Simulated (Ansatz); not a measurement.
Ansatz (a program for electronic structure) input (B3LYP-D3(BJ)/def2-TZVP):

Ansatz 0.2 input:
```yaml
crystal:
  periodic: [false, false, false]
  atoms:
    - {symbol: B, position_ang: [-0.12983148, 0.53140968, 0.00511446]}
    - {symbol: F, position_ang: [0.24452462, 1.78278878, 0.02967415]}
    - {symbol: N, position_ang: [1.09307416, -0.44260853, -0.04162631]}
    - {symbol: N, position_ang: [-1.41742973, 0.09977983, 0.01794159]}
    - {symbol: H, position_ang: [1.66198051, -0.22409305, -0.86816515]}
    - {symbol: H, position_ang: [1.68867070, -0.27022844, 0.77697060]}
    - {symbol: H, position_ang: [-2.18175465, 0.76101493, 0.04871176]}
    - {symbol: H, position_ang: [-1.74291363, -0.85296813, 0.00010129]}
    - {symbol: H, position_ang: [0.84175282, -1.43383887, -0.06527527]}
basis:
  gaussian:
    orbitals: def2-TZVP
hamiltonian:
  xc: b3lyp
  dispersion: d3bj
total_charge: 1
relax: {f_tol: 0.002, max_steps: 150}
```

End of the output:

```
mean field -6454.59084583 eV, -237.2018385056 hartree, gradient 1.7e-5 eV, S^2 0.000000; 0 other end points of the search recorded, 0 dependent functions left out
the calculation of the forces begins
reference -6454.59105153 eV, -237.2018460648 hartree; 16, 16 occupied and 138, 138 virtual orbitals, 855 factors
relax step   6: F+E_penalty+E_count = -6454.80454106 eV  Δ(F+E_penalty+E_count) = -1.892e-6 eV  max|allowed force component| = 8.457e-3 eV/Å  Δτ_max = 0.0015 Å  (32 SCF iters, accepted)
these checks for a lower state are left out or cut short: starts, cluster_reference, orbital_swaps, neighbouring_geometries, increment
integrals: 0.05 GiB planned
855 factors; their error is unknown
mean field: 0.57 GiB planned
mean field -6454.59085344 eV, -237.2018387852 hartree, gradient 1.7e-5 eV, S^2 0.000000; 0 other end points of the search recorded, 0 dependent functions left out
the calculation of the forces begins
reference -6454.59105914 eV, -237.2018463445 hartree; 16, 16 occupied and 138, 138 virtual orbitals, 855 factors
relax step   7: F+E_penalty+E_count = -6454.80454463 eV  Δ(F+E_penalty+E_count) = -3.569e-6 eV  max|allowed force component| = 8.330e-4 eV/Å  Δτ_max = 0.0006 Å  (31 SCF iters, accepted)
integrals: 0.05 GiB planned
855 factors; their error is unknown
mean field: 0.57 GiB planned
mean field evaluation 64: about -6454.5909 eV, gradient 4.6e-3 eV
mean field -6454.59085344 eV, -237.2018387852 hartree, gradient 1.7e-5 eV, S^2 0.000000; 1 other end points of the search recorded, 0 dependent functions left out
the calculation of the forces begins
reference -6454.59105914 eV, -237.2018463445 hartree; 16, 16 occupied and 138, 138 virtual orbitals, 855 factors
Total energy: -6454.80475033 eV, -237.2096993507 hartree
Atom 0 at    -0.133393     0.560599     0.006081 Å, force    -0.000244    -0.000833    -0.000090 eV/Å
Atom 1 at     0.262293     1.812198     0.030555 Å, force     0.000073     0.000248     0.000115 eV/Å
Atom 2 at     1.079579    -0.433719    -0.041170 Å, force    -0.000439     0.000237     0.000067 eV/Å
Atom 3 at    -1.417916     0.097202     0.017827 Å, force     0.000503     0.000704    -0.000042 eV/Å
Atom 4 at     1.660628    -0.246028    -0.865083 Å, force     0.000092    -0.000086    -0.000041 eV/Å
Atom 5 at     1.687632    -0.291070     0.772226 Å, force     0.000112     0.000058    -0.000046 eV/Å
Atom 6 at    -2.196384     0.742386     0.048421 Å, force    -0.000093    -0.000152     0.000008 eV/Å
Atom 7 at    -1.704726    -0.868720    -0.001383 Å, force    -0.000022    -0.000208     0.000002 eV/Å
Atom 8 at     0.820360    -1.421592    -0.064026 Å, force     0.000017     0.000033     0.000026 eV/Å
Dipole moment:     0.379537    -1.033321    -0.032990 e Å
```

It need not be the lowest isomer of its formula.
